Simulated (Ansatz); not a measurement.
A nudged elastic band was laid between two geometries of CH8FNSi3 (14 atoms, charge 0, multiplicity 1).

These are results of RKS PBE0/STO-3G (Ansatz 0.2.0), not measurements.

```yaml
movable_images: 7
climbing_image: yes
spring: 5.0 eV/Å²
optimiser: quadratic models (default)
start_path: through a guess of the saddle point
force_threshold: 0.05 eV/Å
iteration_limit: 30
end_points: relaxed
```

Image 0:

```xyz
14
Properties=species:S:1:pos:R:3
F -2.514 0.614 0.187
Si -1.024 1.250 -0.094
Si 0.556 1.219 1.491
N 1.368 0.392 0.133
C 0.240 0.017 -0.812
Si -0.298 -1.794 -0.774
H -1.192 2.454 -0.889
H 1.280 2.398 1.921
H 0.332 0.410 2.677
H 2.016 -0.405 0.323
H 0.531 0.253 -1.852
H -0.789 -2.146 0.537
H 0.824 -2.652 -1.077
H -1.342 -2.039 -1.742
```

Image 8:

```xyz
14
Properties=species:S:1:pos:R:3
F -2.558 0.433 0.177
Si -1.161 1.325 0.160
Si 0.323 1.520 1.920
N 1.294 0.512 0.466
C 0.209 0.211 -0.604
Si -0.182 -1.626 -0.705
H -1.417 2.385 -0.810
H 2.033 1.120 0.031
H -0.168 0.208 2.414
H 1.820 -0.352 0.761
H 0.610 0.545 -1.573
H -0.743 -2.094 0.539
H 1.036 -2.363 -0.961
H -1.110 -1.853 -1.786
```

Task: Which bonds break or form, and what moves?

Result: Bonds broken: Si3–H8. Bonds formed: N4–H8.

Task: Give the energies along the band, and the barrier.

Result: It converged. The highest image is number 4 of 0 to 8, 311.1 kJ/mol above the first end and 198.5 kJ/mol above the last; the last end lies 112.6 kJ/mol above the first. Neighbouring images differ by up to 1.7 eV, so the band resolves the path poorly. A vibrational analysis at the climbing image gives one clearly imaginary mode, 1510i cm⁻¹: a first-order saddle point. The orbitals stay closed-shell, which can raise the energy where a bond breaks towards radicals; this wasn't checked here. Limits of this set-up: minimal basis.

```json
{"image": "0", "path coordinate (Å)": "0.00", "energy (kJ/mol)": "0.0", "Si3–H8 (Å)": "1.45", "N4–H8 (Å)": "2.69"}
{"image": "1", "path coordinate (Å)": "0.60", "energy (kJ/mol)": "2.1", "Si3–H8 (Å)": "1.45", "N4–H8 (Å)": "2.67"}
{"image": "2", "path coordinate (Å)": "1.20", "energy (kJ/mol)": "16.3", "Si3–H8 (Å)": "1.45", "N4–H8 (Å)": "2.55"}
{"image": "3", "path coordinate (Å)": "1.80", "energy (kJ/mol)": "146.8", "Si3–H8 (Å)": "1.44", "N4–H8 (Å)": "2.05"}
{"image": "4", "path coordinate (Å)": "2.40", "energy (kJ/mol)": "311.1", "Si3–H8 (Å)": "1.55", "N4–H8 (Å)": "1.44"}
{"image": "5", "path coordinate (Å)": "2.80", "energy (kJ/mol)": "232.5", "Si3–H8 (Å)": "1.83", "N4–H8 (Å)": "1.12"}
{"image": "6", "path coordinate (Å)": "3.20", "energy (kJ/mol)": "150.4", "Si3–H8 (Å)": "2.21", "N4–H8 (Å)": "1.05"}
{"image": "7", "path coordinate (Å)": "3.60", "energy (kJ/mol)": "117.6", "Si3–H8 (Å)": "2.49", "N4–H8 (Å)": "1.05"}
{"image": "8", "path coordinate (Å)": "4.00", "energy (kJ/mol)": "112.6", "Si3–H8 (Å)": "2.58", "N4–H8 (Å)": "1.05"}
```

Task: What is the geometry of the highest image?

Result: 
```xyz
14
Properties=species:S:1:pos:R:3
F -2.522 0.475 0.268
Si -1.088 1.259 0.046
Si 0.449 1.488 1.689
N 1.251 0.334 0.414
C 0.239 0.084 -0.679
Si -0.243 -1.733 -0.831
H -1.360 2.379 -0.841
H 1.688 1.657 0.770
H 0.099 0.681 2.864
H 1.951 -0.419 0.603
H 0.621 0.418 -1.660
H -0.791 -2.217 0.414
H 0.920 -2.529 -1.151
H -1.225 -1.905 -1.875
```

Run time: 7.1 min on 1 thread of Intel(R) Xeon(R) Platinum 8259CL CPU @ 2.50GHz (Skylake/Cascade Lake), on a shared host, peak memory 0.16 GiB.
